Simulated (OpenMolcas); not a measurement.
## Pr3+: moving or changing the point charges

Pr3+ among 2 point charges of -0.5 e arranged as a linear pair (D∞h), 2.23 Å from the ion.
```
   0.0000    0.0000    2.2300  -0.50
   0.0000    0.0000   -2.2300  -0.50
```

```json
{"Program": "OpenMolcas 26.06", "Method": "CASSCF", "Basis": "ANO-RCC-VDZP [7s6p4d2f1g]", "Scalar Hamiltonian": "DKH2, point nucleus", "Active space": "2 electrons in 7 orbitals (4f)", "State averaging": "2S+1 = 3 even, 21 roots; 2S+1 = 1 even, 27 roots kept (CI in the orbitals of an earlier block)", "Spin-orbit coupling": "RASSI with atomic mean-field integrals over the reference wave functions"}
```

Runs around this geometry, states (labels by Λ). Energies in cm-1 above the lowest state or level, χT in cm3 K/mol.

| R (Å) | Ground state | First state of that spin | First gap with spin-orbit (degeneracies) | Width of lowest J | χT at 300 K |
| --- | --- | --- | --- | --- | --- |
| 2.23 | 3H | 3Γ 467.2 | 491.2 (2, 2) | 882 | 1.525 |
| 2.36 | 3H | 3Γ 388.2 | 407.1 (2, 2) | 750 | 1.552 |
| 2.58 | 3H | 3Γ 290.5 | 304.0 (2, 2) | 580 | 1.587 |

Taking the width of the lowest J multiplet as R^-n, n = -ln(580 / 882) / ln(2.58 / 2.23) = 2.9 between the shortest and longest distance.

Point charges carry no covalency, so the field is a model and not that of real ligands. No measured value stands beside these numbers.
